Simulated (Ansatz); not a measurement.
Ansatz (a quantum-chemistry and plane-wave program) input (CCSD(T)/aug-cc-pVDZ):

Ansatz 0.2 input:
```yaml
crystal:
  periodic: [false, false, false]
  atoms:
    - {symbol: O, position_ang: [1.14207638, -0.57711701, 0.03962065]}
    - {symbol: C, position_ang: [-0.16899708, 0.04002171, -0.00836365]}
    - {symbol: O, position_ang: [-0.13209157, 1.28601244, 0.06261514]}
    - {symbol: O, position_ang: [-1.09820330, -0.76284603, -0.11072653]}
    - {symbol: H, position_ang: [1.71973041, 0.19147453, 0.11810776]}
basis:
  gaussian:
    orbitals: aug-cc-pVDZ
total_charge: -1
magnetization: {spin_polarized: false}
correlation: {method: ccsd_t, electrons: outside_noble_gas}
output: {forces: true}
```

Output:

```
Functional definition: HF
integrals: 0.13 GiB planned
980 factors; integrals over basis functions are off by at most 7.4e-4 eV
mean field: 0.28 GiB planned
mean field evaluation 1: about -7157.2015 eV, gradient 4.0e1 eV
mean field evaluation 2: about -7157.2032 eV, gradient 4.0e1 eV
mean field evaluation 4: about -7160.3584 eV, gradient 3.3e0 eV
mean field evaluation 8: about -7160.3936 eV, gradient 1.3e-1 eV
mean field evaluation 16: about -7160.3867 eV, gradient 1.2e0 eV
mean field -7160.39365722 eV, -263.1396134135 hartree, gradient 2.5e-6 eV, S^2 0.000000; 0 other end points of the search recorded, 0 dependent functions left out
4 core orbitals not correlated
reference -7160.39365722 eV, -263.1396134135 hartree; 12, 12 occupied and 85, 85 virtual orbitals, 980 factors
densities: 0.63 GiB planned
second order -19.99696522 eV of doubles, -0.00000000 eV of singles
coupled cluster: 0.45 GiB planned
cycle   1  -19.37620516 eV  change    6.2e-1 eV  update   1.3e-1
cycle   2  -19.93101799 eV  change   -5.5e-1 eV  update   3.8e-2
cycle   3  -20.06611754 eV  change   -1.4e-1 eV  update   2.0e-2
cycle   4  -20.05402468 eV  change    1.2e-2 eV  update   4.8e-3
cycle   5  -20.04831081 eV  change    5.7e-3 eV  update   2.5e-3
cycle   6  -20.04918274 eV  change   -8.7e-4 eV  update   8.9e-4
cycle   7  -20.04942123 eV  change   -2.4e-4 eV  update   4.3e-4
cycle   8  -20.04919259 eV  change    2.3e-4 eV  update   2.0e-4
cycle   9  -20.04913078 eV  change    6.2e-5 eV  update   7.8e-5
cycle  10  -20.04924858 eV  change   -1.2e-4 eV  update   3.9e-5
cycle  11  -20.04919584 eV  change    5.3e-5 eV  update   1.7e-5
cycle  12  -20.04919209 eV  change    3.7e-6 eV  update   7.2e-6
perturbative correction -0.75065467 eV, -0.0275860502 hartree
the calculation of the forces begins
Total energy: -7181.19350398 eV, -263.9039936833 hartree
Atom 0 at     1.142076    -0.577117     0.039621 Å, force     0.154781    -0.351906    -0.009714 eV/Å
Atom 1 at    -0.168997     0.040022    -0.008364 Å, force     0.705842    -0.171271     0.034705 eV/Å
Atom 2 at    -0.132092     1.286012     0.062615 Å, force     0.008414     1.272045     0.070633 eV/Å
Atom 3 at    -1.098203    -0.762846    -0.110727 Å, force    -0.978721    -0.903568    -0.111010 eV/Å
Atom 4 at     1.719730     0.191475     0.118108 Å, force     0.109684     0.154699     0.015386 eV/Å
Dipole moment:     0.536278     0.041105     0.035805 e Å
```

It need not be the lowest isomer of its formula.
